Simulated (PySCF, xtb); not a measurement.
C3Si, SMILES [C]1[c+]2[si-2][c+]21 (connectivity only; charge and spin as stated), neutral, multiplicity 1.

Harmonic wavenumbers (cm⁻¹) from GFN2-xTB run with xtb 6.7.1 at its own minimum, in rising order: 229, 381, 611, 944, 1063, 1479.

Task: What does PBE-D3(BJ)/def2-TZVP run with PySCF give at its own minimum? (An estimate is asked for; the answer gives what the named calculation found.)

Result: 142, 411, 658, 979, 1039, 1362. Paired by order, the mean absolute difference is 57 cm⁻¹ and the zero-point energies are 6.7 and 6.6 kcal/mol.
